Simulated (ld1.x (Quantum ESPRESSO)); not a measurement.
Before and after: TM potential for silicon (Si)

| Item | Value |
| --- | --- |
| Element | Si |
| Generator | ld1.x (Quantum ESPRESSO) 7.5 |
| Type | norm-conserving Troullier–Martins (Kleinman–Bylander form) |
| Functional | PBE |
| Relativity | non-relativistic |
| Frozen core | [Ne] |
| Valence charge | 4 |
| Reference configuration | 3s2 3p2 |
| Partial waves | 3s (bound): rc 1.80 bohr; 3p (bound): rc 2.35 bohr; 3d channel at 0.2 Ry: rc 2.40 bohr |
| Local potential | the d channel |
| Core correction | none |

Change: wave 3d channel at 0.2 Ry: rc 2.40 bohr becomes 3d channel at 0.2 Ry: rc 2.54 bohr.

Cutoffs: the cutoffs (Ry, on a coarse ladder) from which the occupation-weighted sum of valence levels, in a spherical-Bessel basis at the reference potential, stays within 10 and 1 mRy of its value at 400 Ry; they do not see the model core or the augmentation charge, which bear on the density cutoff. Errors are all-electron minus pseudo energies relative to the spin-unpolarised reference configuration.

Task: Predict the effect on cutoff, ghosts and configuration errors.

Result: The potential gets neither clearly harder nor softer (15 Ry and 35 Ry → 15 Ry and 35 Ry); the errors of the 7 common tests hardly move; neither file shows a bound ghost.

```tsv
quantity	base	changed
cutoff, loose	15 Ry	15 Ry
cutoff, tight	35 Ry	35 Ry
bound ghosts	none	none
error for 3s2 3p1, meV [ΔE 7.75 eV]	+0.7	+0.4
error for 3s2 3p0, meV [ΔE 23.76 eV]	+10	+9.8
error for 3s1 3p0, meV [ΔE 57.66 eV]	+92	+92
error for 3s1 3p2, meV [ΔE 15.12 eV]	+7.8	+7.4
error for 3s0 3p4, meV [ΔE 13.66 eV]	+12	+11
error for 3s2 3p1.5, meV [ΔE 2.93 eV]	+0.1	0.0
error for 3s2 3p2.3, meV [ΔE -0.93 eV]	0.0	0.0
```
